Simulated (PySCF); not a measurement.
C2H6ClFSi, SMILES CC[Si@@H](F)Cl.

Geometry optimised at PBE0-D3(BJ)/def2-SVP. The structure was generated by enumeration; whether it is a known compound was not checked. Other conformers were not sampled.

The numbers are results of PySCF with SMD-PBE0/6-31G*, not measurements.

Solvation free energies are E(SMD) − E(gas) at the gas-phase geometry, for 1 M in both phases. In vacuum the dipole moment is 2.48 D.

```json
[
 {"solvent": "water", "ΔG(solv) (kcal/mol)": "(withheld)", "its non-electrostatic (CDS) part": "(withheld)", "dipole (D)": "(withheld)"},
 {"solvent": "acetonitrile", "ΔG(solv) (kcal/mol)": "-4.0", "its non-electrostatic (CDS) part": "-0.8", "dipole (D)": "3.10"},
 {"solvent": "dichloromethane", "ΔG(solv) (kcal/mol)": "-4.5", "its non-electrostatic (CDS) part": "-1.7", "dipole (D)": "3.01"}
]
```

Q: What belongs in the gaps? (Estimate from the structure and the level; the computed values follow.)

A: 
- water, ΔG(solv) (kcal/mol): -0.1
- water, its non-electrostatic (CDS) part: 3.2
- water, dipole (D): 3.11
